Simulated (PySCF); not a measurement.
Compound: AlBrH5N.
SMILES: `[NH3+][AlH2-][Br]`

Method used: MP2 and CCSD/aug-cc-pVDZ in PySCF, restricted Hartree–Fock reference, frozen core, non-relativistic, gas phase, PBE0-D3(BJ)/def2-SVP geometry.

E(HF) = -2871.77785 Eh.

(1) How large is the problem?

(2) What are the MP2 and CCSD correlation energies?

(3) What is the T1 diagnostic?

(4) How does correlation change the dipole moment?

Results:

(1) 131 basis functions and 60 electrons; 15 orbitals frozen, which leaves o = 15 correlated occupied and v = 101 virtual orbitals. That is o·v = 1515 singles and o·v(o·v + 1)/2 = 1148370 distinct closed-shell doubles amplitudes before symmetry; the costliest CCSD step grows as o²v⁴ = 2.3 × 10^10.

(2) MP2 -0.4128 Eh and CCSD -0.4526 Eh, which gives totals of -2872.19069 and -2872.23042 Eh. That is 0.411 eV for each correlated electron at CCSD (1188 kJ/mol in all, 0.016 % of the total energy); MP2 gives 91.2 % of the CCSD value.

(3) 0.0074, below the customary warning level of 0.02. It is the norm of the spatial-orbital singles amplitudes over the root of the number of correlated electrons, so the norm is 0.041.

(4) HF gives 6.11 D and CCSD (unrelaxed density) 5.90 D, a change of -0.21 D.

Connected triples and the basis-set limit are missing.
